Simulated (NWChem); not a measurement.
SiHCl₂F; SMILES F[SiH](Cl)Cl

Computed with NWChem. Pople sets run with spherical d functions. STO-3G and 3-21G are far too small for this property and stand as cheap habits. The geometry was optimised at PBE0/def2-SVP. B3LYP is NWChem's, with the RPA form of VWN correlation. Field at 589 nm.

### Question
Order these by “isotropic polarisability (bohr³)”, lowest first: B3LYP/def2-SVPD; B3LYP/6-31G*; B3LYP/STO-3G.

### Answer
B3LYP/STO-3G (18.4), B3LYP/6-31G* (37.8), B3LYP/def2-SVPD (53.3)
